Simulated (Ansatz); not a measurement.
C$_{2}$H$_{7}$B$_{2}$FO. Charge 0, multiplicity 1. The bonds changed during the relaxation, so this is another structure than the one it started from.

```xyz
13

B     0.6182   -0.6124    1.0237
C    -0.2238    0.7570    0.6629
B     0.8522    1.4177   -0.1060
F    -0.9817    1.2871    1.6265
O    -0.7848   -0.5300    0.3110
C    -0.9714   -0.8598   -1.0743
H     0.4980   -0.9326    2.1640
H     1.4765   -1.0422    0.3171
H     1.3411    2.3831    0.3942
H     1.2541    0.9744   -1.1344
H    -1.7400   -0.2003   -1.4744
H    -1.3013   -1.8969   -1.0899
H    -0.0373   -0.7450   -1.6203
```

What are the harmonic wavenumbers in cm⁻¹ at PBE0-D4/def2-TZVP (Ansatz, finite differences of forces, unscaled)? (Best estimate.)

Computed: 131, 184, 226, 285, 362, 403, 440, 515, 613, 683, 747, 826, 848, 877, 938, 989, 1041, 1114, 1181, 1187, 1195, 1203, 1446, 1464, 1476, 1489, 2600, 2621, 2703, 2711, 3080, 3184, 3185.

Is this a minimum?

Yes, all 33 modes are real.

Give the ideal-gas thermochemistry at 298.15 K and 1 bar (rigid rotor, harmonic oscillator; point group C1, symmetry number 1).

Zero-point energy 250.9 kJ/mol; H(298) − E = 271.7 kJ/mol; entropy 334.4 J/(mol·K), of which translation 164.7, rotation 110.1, vibration 59.6; G(298) − E = 172.0 kJ/mol.

And at 400, 500, 600, 800 and 1000 K?


```json
{"T (K)": "400", "H − E (kJ/mol)": "285.1", "S (J/mol/K)": "372.8", "G − E (kJ/mol)": "136.0"}
{"T (K)": "500", "H − E (kJ/mol)": "300.9", "S (J/mol/K)": "407.9", "G − E (kJ/mol)": "97.0"}
{"T (K)": "600", "H − E (kJ/mol)": "318.8", "S (J/mol/K)": "440.5", "G − E (kJ/mol)": "54.5"}
{"T (K)": "800", "H − E (kJ/mol)": "359.5", "S (J/mol/K)": "498.8", "G − E (kJ/mol)": "-39.6"}
{"T (K)": "1000", "H − E (kJ/mol)": "405.1", "S (J/mol/K)": "549.6", "G − E (kJ/mol)": "-144.5"}
```
